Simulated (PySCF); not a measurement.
Species: C3H7FSi.
Atom-mapped SMILES: `[CH2:1]=[CH:2][C@H:3]([F:4])[SiH3:5]` (hydrogens: H6, H7 on C1; H8 on C2; H9 on C3; H10, H11, H12 on Si5)

Structure used (PBE0-D3(BJ)/def2-SVP), in Å, numbered top down from 1:
```xyz
12
C3H7FSi angstrom
C     -1.667    0.657    0.855
C     -0.915   -0.340    0.388
C      0.106   -0.209   -0.688
F      0.098   -1.337   -1.501
Si     1.869   -0.046    0.045
H     -2.349    0.507    1.696
H     -1.624    1.662    0.422
H     -0.976   -1.338    0.841
H     -0.111    0.674   -1.318
H      2.118   -1.200    0.957
H      1.964    1.234    0.809
H      2.875   -0.054   -1.058
```

Level of theory: PySCF 2.14.0, PBE0-D3(BJ)/def2-SVP geometry optimisation, gas phase.

Take the most abundant isotopes and a rigid rotor. The values belong to one conformer with, in the numbering `[CH2:1]=[CH:2][C@H:3]([F:4])[SiH3:5]`, C1–C2–C3–F4 -142°.

Q: What are A, B and C (cm⁻¹)?

A: Ia = 98.72, Ib = 179.99, Ic = 254.11 u·Å²; 505379 MHz·u·Å²/I gives 5119, 2808 and 1989 MHz, that is A = 0.17076, B = 0.09366, C = 0.06634 cm⁻¹.

Q: What kind of rotor is it?

A: An asymmetric top; Ray's κ = -0.477.

Q: What does the inertial defect say?

A: Not planar: Δ = Ic − Ia − Ib = -24.60 u·Å². For a rigid frame Δ = −2 Σ m c², so Σ m c² = 12.30 u·Å² lies off the ab plane: 8.78 from hydrogen and 3.52 from heavier atoms. The atom farthest from that plane is 1.52 Å away.

Q: Give the other two planar moments, Paa and Pbb, and the rms extents of the mass along the axes.

A: Paa = Σ m a² = (Ib + Ic − Ia)/2 = 167.69 and Pbb = Σ m b² = (Ia + Ic − Ib)/2 = 86.42 u·Å². With the mass M = 90.03 u, the rms extents √(P/M) along a, b and c are 1.36, 0.98, 0.37 Å.

Q: List the rotational levels J(Ka,Kc) to J = 4 (K).

A: Above 0(0,0), as E/k:
J = 1: 1(0,1) 0.230, 1(1,1) 0.341, 1(1,0) 0.380
J = 2: 2(0,2) 0.682, 2(1,2) 0.762, 2(1,1) 0.880, 2(2,1) 1.213, 2(2,0) 1.222
J = 3: 3(0,3) 1.340, 3(1,3) 1.389, 3(1,2) 1.623, 3(2,2) 1.904, 3(2,1) 1.945, 3(3,1) 2.561, 3(3,0) 2.563
J = 4: 4(0,4) 2.191, 4(1,4) 2.217, 4(1,3) 2.601, 4(2,3) 2.817, 4(2,2) 2.928, 4(3,2) 3.497, 4(3,1) 3.505, 4(4,1) 4.398, 4(4,0) 4.398
The levels of one J sum to (2J + 1)J(J + 1)(A + B + C)/3.

Q: Predict some low-J microwave lines.

A: The dipole components are |μa| = 0.68 D, |μb| = 1.35 D, |μc| = 0.43 D. Intensities carry the squares of the components, which stand as 0.25 : 1.00 : 0.10 (a : b : c). Some lines, for components of 0.1 D or more:

```json
{"type": "c", "branch": "Q", "J(Ka,Kc)": "4(1,4) ← 4(0,4)", "MHz": "530", "lower level (cm⁻¹)": "1.523"}
{"type": "a", "branch": "Q", "J(Ka,Kc)": "5(3,2) ← 5(3,3)", "MHz": "664", "lower level (cm⁻¹)": "3.244"}
{"type": "c", "branch": "Q", "J(Ka,Kc)": "2(1,2) ← 2(0,2)", "MHz": "1674", "lower level (cm⁻¹)": "0.474"}
{"type": "c", "branch": "Q", "J(Ka,Kc)": "1(1,1) ← 1(0,1)", "MHz": "2311", "lower level (cm⁻¹)": "0.160"}
{"type": "c", "branch": "Q", "J(Ka,Kc)": "5(2,4) ← 5(1,4)", "MHz": "3118", "lower level (cm⁻¹)": "2.641"}
{"type": "b", "branch": "Q", "J(Ka,Kc)": "2(1,1) ← 2(0,2)", "MHz": "4131", "lower level (cm⁻¹)": "0.474"}
{"type": "a", "branch": "Q", "J(Ka,Kc)": "3(1,2) ← 3(1,3)", "MHz": "4888", "lower level (cm⁻¹)": "0.965"}
{"type": "b", "branch": "R", "J(Ka,Kc)": "2(0,2) ← 1(1,1)", "MHz": "7100", "lower level (cm⁻¹)": "0.237"}
{"type": "c", "branch": "R", "J(Ka,Kc)": "1(1,0) ← 0(0,0)", "MHz": "7927", "lower level (cm⁻¹)": "0.000"}
{"type": "a", "branch": "Q", "J(Ka,Kc)": "4(1,3) ← 4(1,4)", "MHz": "8013", "lower level (cm⁻¹)": "1.541"}
{"type": "b", "branch": "R", "J(Ka,Kc)": "3(1,2) ← 2(2,1)", "MHz": "8554", "lower level (cm⁻¹)": "0.843"}
{"type": "a", "branch": "Q", "J(Ka,Kc)": "5(1,4) ← 5(1,5)", "MHz": "11620", "lower level (cm⁻¹)": "2.253"}
{"type": "b", "branch": "R", "J(Ka,Kc)": "4(1,3) ← 3(2,2)", "MHz": "14539", "lower level (cm⁻¹)": "1.323"}
{"type": "b", "branch": "R", "J(Ka,Kc)": "2(2,1) ← 1(1,0)", "MHz": "17346", "lower level (cm⁻¹)": "0.264"}
{"type": "b", "branch": "R", "J(Ka,Kc)": "2(2,0) ← 1(1,1)", "MHz": "18347", "lower level (cm⁻¹)": "0.237"}
{"type": "c", "branch": "Q", "J(Ka,Kc)": "4(4,1) ← 4(3,1)", "MHz": "18611", "lower level (cm⁻¹)": "2.436"}
{"type": "c", "branch": "R", "J(Ka,Kc)": "3(2,2) ← 2(1,2)", "MHz": "23781", "lower level (cm⁻¹)": "0.530"}
{"type": "a", "branch": "R", "J(Ka,Kc)": "5(4,1) ← 4(4,0)", "MHz": "24409", "lower level (cm⁻¹)": "3.057"}
{"type": "a", "branch": "R", "J(Ka,Kc)": "5(3,2) ← 4(3,1)", "MHz": "24872", "lower level (cm⁻¹)": "2.436"}
{"type": "c", "branch": "R", "J(Ka,Kc)": "4(2,2) ← 3(1,2)", "MHz": "27181", "lower level (cm⁻¹)": "1.128"}
{"type": "b", "branch": "R", "J(Ka,Kc)": "5(2,4) ← 4(1,3)", "MHz": "28084", "lower level (cm⁻¹)": "1.808"}
{"type": "b", "branch": "R", "J(Ka,Kc)": "4(3,2) ← 3(2,1)", "MHz": "32336", "lower level (cm⁻¹)": "1.352"}
{"type": "c", "branch": "R", "J(Ka,Kc)": "4(3,1) ← 3(2,1)", "MHz": "32513", "lower level (cm⁻¹)": "1.352"}
{"type": "c", "branch": "R", "J(Ka,Kc)": "5(3,2) ← 4(2,2)", "MHz": "36896", "lower level (cm⁻¹)": "2.035"}
{"type": "c", "branch": "R", "J(Ka,Kc)": "5(5,0) ← 4(4,0)", "MHz": "48499", "lower level (cm⁻¹)": "3.057"}
```

Q: Estimate the classical rotational partition function at 10 K, 50 K and 298.15 K.

A: Point group C1, symmetry number σ = 1; q = (√π/σ)·√((kT/h)³/(ABC)), k/h = 20836.6 MHz/K: 997 at 10 K, 11100 at 50 K, 162000 at 298.15 K.

Not checked by PBE0-D3(BJ)/def2-SVP frequencies. These are rigid-rotor constants of the computed structure; measured ground-state constants (B0) also hold zero-point vibration. A rigid rotor knows nothing of internal rotation, which can split or shift real lines.
